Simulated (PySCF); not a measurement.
How methods differ on the excitation energy of Pd²⁺

Pd²⁺ [Kr] 4d8 (3F) → Pd²⁺ [Kr] 4d7 5p1 (high-spin determinant), as a difference of total energies. Computed with PySCF 2.14 in ANO-RCC-VTZP, with scalar relativity by spin-free X2C-1e. Correlated levels: valence and next inner shell: [Ar] 3d10 frozen. The calculations carry no spin-orbit coupling.

```json
{"method": "UHF", "excitation energy (eV)": "12.450"}
{"method": "MP2 (valence and next inner shell)", "excitation energy (eV)": "13.304"}
{"method": "SCS-MP2 (valence and next inner shell)", "excitation energy (eV)": "13.389"}
{"method": "CCSD (valence and next inner shell)", "excitation energy (eV)": "13.136"}
{"method": "CCSD(T) (valence and next inner shell)", "excitation energy (eV)": "13.141"}
```

Task: How much does correlation contribute at CCSD(T) (valence and next inner shell)?

Result: 13.141 − (12.450) = 0.691 eV, measured against UHF.

A first-order spin-orbit estimate (lowest level to lowest level, LS coupling) adds 0.108 eV.

The basis was made for the ground configuration and has no added diffuse functions, so the excitation energy can come out too high.

The determinant of the upper state mixes LS terms, which raises its energy above the lowest term, most at the Hartree-Fock and MP2 levels.
